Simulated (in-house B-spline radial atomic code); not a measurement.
# Ar VIII (Ar7+): [Ne] 3s1

Level of theory: non-relativistic AM05, spin-polarised, spherical fractional occupations, point nucleus; calculated with a B-spline radial code for spherical atoms.

Screening seen three ways: the hydrogenic charge with the same mean radius, Z_r = [3n² - l(l+1)]/(2<r>), the one with the same energy, Z_e = n√(-2ε), and Slater's rules. Values are occupation-weighted means over spin.

```csv
shell,electrons,ε (eV),<r> (bohr),Z_r,Z_e,Slater
1s,2,-3243.5,0.08634,17.37,15.44,17.70
2s,2,-431.36,0.413,14.53,11.26,13.85
2p,6,-367.99,0.3722,13.43,10.40,13.85
3s,1,-135.23,1.156,11.68,9.46,9.20
```

The least bound orbital is 3s up at -135.2 eV, and it is also the most diffuse (<r> = 1.156 bohr).
